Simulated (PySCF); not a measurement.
**Polarisability and C₆ of Sr(2+) (strontium, charge +2)**

[Kr], closed-shell 1S. All numbers are calculated (PySCF 2.14, the spin-free X2C one-electron Hamiltonian (Gaussian nucleus), in x2c-TZVPPall with one added diffuse shell each of s, p, d, f type (9s7p7d3f1g, 95 functions)). Coupled (time-dependent) response in atomic units; α is the mean over directions.

```
 method  mean α (bohr³)  C₆ (like pair)  S(−4)
LC-wPBE           5.767           27.88  4.972
```

S(−4) is the Cauchy moment in α(ω) = α(0) + S(−4) ω² + …

α(iu) at LC-wPBE:

```
u (hartree)  α(iu) (bohr³)
          0          5.767
     0.0500          5.755
      0.100          5.718
      0.200          5.575
      0.300          5.355
      0.500          4.760
      0.750          3.929
       1.00          3.174
       1.50          2.077
       2.00          1.416
       3.00         0.7557
       5.00         0.3138
```

A single London oscillator, α(iu) = α/(1 + u²/ω²), gives C₆ = (3/4) ω α². Matching the computed C₆ needs ω = 4 × 27.88 / (3 × 5.767²) = 1.12 hartree.

For an ion, C₆ is the dispersion term alone; charge-induced terms of lower order in 1/R come first.
